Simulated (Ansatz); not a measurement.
The lowest singlet and triplet of SiH2 (SMILES [SiH2]); geometries from B3LYP-D3(BJ)/def2-TZVP, each state relaxed from the structure named, with no frequency check.
Singlet (charge 0, multiplicity 1):
```xyz
3

Si    -0.00044     0.13285     0.00000
H     -1.08803    -0.93358     0.00000
H      1.09418    -0.92637     0.00000
```
Triplet (charge 0, multiplicity 3):
```xyz
3

Si    -0.0003     0.0950     0.0000
H     -1.2738    -0.6683     0.0000
H      1.2775    -0.6611     0.0000
```

```json
[
 {"level": "R-HF/cc-pV(D+d)Z", "gap E(singlet) − E(triplet), adiabatic (kcal/mol)": "-4.44", "cost": "-"},
 {"level": "U-HF/cc-pV(D+d)Z (spin-contaminated)", "gap E(singlet) − E(triplet), adiabatic (kcal/mol)": "-6.60", "cost": "-"},
 {"level": "R-HF/cc-pV(Q+d)Z", "gap E(singlet) − E(triplet), adiabatic (kcal/mol)": "-3.96", "cost": "-"},
 {"level": "U-SVWN5/def2-TZVPP", "gap E(singlet) − E(triplet), adiabatic (kcal/mol)": "-19.02", "cost": "×0.7"},
 {"level": "R-r2SCAN/def2-TZVPP", "gap E(singlet) − E(triplet), adiabatic (kcal/mol)": "-10.77", "cost": "×2"},
 {"level": "R-BHLYP/def2-TZVPP", "gap E(singlet) − E(triplet), adiabatic (kcal/mol)": "-19.34", "cost": "×1"},
 {"level": "R-wB97X-V/def2-TZVPP", "gap E(singlet) − E(triplet), adiabatic (kcal/mol)": "-21.68", "cost": "×2"},
 {"level": "R-B2PLYP/def2-TZVPP", "gap E(singlet) − E(triplet), adiabatic (kcal/mol)": "-19.85", "cost": "×1"},
 {"level": "U-MP2/cc-pV(D+d)Z (spin-contaminated)", "gap E(singlet) − E(triplet), adiabatic (kcal/mol)": "-11.38", "cost": "-"},
 {"level": "U-MP2/cc-pV(T+d)Z (spin-contaminated)", "gap E(singlet) − E(triplet), adiabatic (kcal/mol)": "-12.24", "cost": "-"},
 {"level": "U-SCS-MP2/cc-pV(D+d)Z (spin-contaminated)", "gap E(singlet) − E(triplet), adiabatic (kcal/mol)": "-14.32", "cost": "-"},
 {"level": "U-CCSD/cc-pV(D+d)Z (spin-contaminated)", "gap E(singlet) − E(triplet), adiabatic (kcal/mol)": "-18.54", "cost": "-"},
 {"level": "U-CCSD(T)/cc-pV(D+d)Z (spin-contaminated)", "gap E(singlet) − E(triplet), adiabatic (kcal/mol)": "-18.83", "cost": "×2"},
 {"level": "U-CCSD(T)/cc-pV(T+d)Z (spin-contaminated)", "gap E(singlet) − E(triplet), adiabatic (kcal/mol)": "-19.94", "cost": "×3"},
 {"level": "SA-CASSCF(6,6)/cc-pV(Q+d)Z", "gap E(singlet) − E(triplet), adiabatic (kcal/mol)": "-16.47", "cost": "-"},
 {"level": "SC-NEVPT2 on SA-CASSCF(6,6)/cc-pV(D+d)Z", "gap E(singlet) − E(triplet), adiabatic (kcal/mol)": "-18.68", "cost": "-"},
 {"level": "SC-NEVPT2 on SA-CASSCF(6,6)/cc-pV(T+d)Z", "gap E(singlet) − E(triplet), adiabatic (kcal/mol)": "-20.58", "cost": "-"},
 {"level": "FIC-NEVPT4(SD) on SA-CASSCF(6,6)/cc-pV(D+d)Z", "gap E(singlet) − E(triplet), adiabatic (kcal/mol)": "-18.98", "cost": "-"},
 {"level": "FIC-MRCISD+Q on SA-CASSCF(6,6)/cc-pV(D+d)Z", "gap E(singlet) − E(triplet), adiabatic (kcal/mol)": "-18.85", "cost": "-"},
 {"level": "FIC-MRCISD+Q on SA-CASSCF(6,6)/cc-pV(Q+d)Z", "gap E(singlet) − E(triplet), adiabatic (kcal/mol)": "-20.36", "cost": "-"}
]
```

The rows run from -21.68 (R-wB97X-V/def2-TZVPP) to -3.96 kcal/mol (R-HF/cc-pV(Q+d)Z). From cc-pV(D+d)Z (spin-contaminated) to cc-pV(T+d)Z (spin-contaminated) U-CCSD(T) changes by -1.11. The 4 R-functionals in def2-TZVPP without D3 or D4 span 10.91, from R-wB97X-V to R-r2SCAN.

A positive gap puts the triplet lower; no zero-point energy. R- takes a restricted singlet. U- takes an unrestricted singlet (broken symmetry where lower, unprojected). The triplet is unrestricted in single-reference levels. Active spaces average the two states.

Frozen-core correlation.

Doubts at one or more of the structures used: a restricted determinant that unrestricted orbitals would lower (R-HF/cc-pV(D+d)Z, R-HF/cc-pV(Q+d)Z, R-r2SCAN/def2-TZVPP, R-B2PLYP/def2-TZVPP); T1 above 0.05 (U-CCSD/cc-pV(D+d)Z (spin-contaminated), U-CCSD(T)/cc-pV(D+d)Z (spin-contaminated), U-CCSD(T)/cc-pV(T+d)Z (spin-contaminated)).

Codes used: Ansatz (Gaussian basis) for Hartree–Fock, density functionals and correlated methods. 

Costs are rough ratios of core time to R-PBE/def2-TZVPP (about 1.1 s over the structures, on one shared machine); a dash marks a level with no comparable run of its own. 

Measured: singlet below triplet (a) by 7340 ± 240 cm-1 = 21.0 kcal/mol (with zero-point energy) [Jacox, NIST Chemistry WebBook].

Ansatz is a quantum-chemistry and plane-wave program.
